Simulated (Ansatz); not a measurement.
BH$_{7}$OSSi$_{2}$ (`BO[SiH2]S[SiH3]`), relaxed with RKS PBE-D4/def2-SVP in the Gaussian-basis code of Ansatz from a rough embedded geometry. The force threshold is 0.03 eV/Å; the program also tests the step.

Charge 0, multiplicity 1.

Start:

```xyz
12

B     1.788    1.827    1.011
O     0.766    2.190    0.044
Si    0.130    0.697   -0.553
S    -1.124   -0.215    1.068
Si   -1.587   -1.902   -0.240
H     2.967    1.718    0.582
H     1.611    1.704    2.153
H     1.205   -0.250   -0.866
H    -0.689    1.003   -1.689
H    -2.252   -1.415   -1.454
H    -2.474   -2.768    0.499
H    -0.340   -2.589   -0.554
```

Task: By how much does the energy fall, and how many steps does the optimiser take? (Estimate.)

Result: Computed: 93.93 kJ/mol, in 32 steps, 3 of them rejected.

Task: Which bonds change most? (Estimate.)

Result: Computed: B1–O2 from 1.453 to 1.357 Å; Si3–S4 from 2.243 to 2.151 Å; Si3–H9 from 1.433 to 1.495 Å; B1–H7 from 1.162 to 1.221 Å.

Task: Give the relaxed structure. (An estimate is asked.)

Result: Ansatz gave: 
```xyz
12

B     1.731    1.098    1.044
O     1.264    1.345   -0.206
Si   -0.192    1.112   -1.042
S    -1.778    0.321    0.177
Si   -1.191   -1.771    0.133
H     2.886    1.410    1.277
H     1.010    0.587    1.887
H     0.131    0.184   -2.175
H    -0.641    2.456   -1.517
H    -1.491   -2.386   -1.205
H    -2.004   -2.439    1.202
H     0.276   -1.916    0.425
```
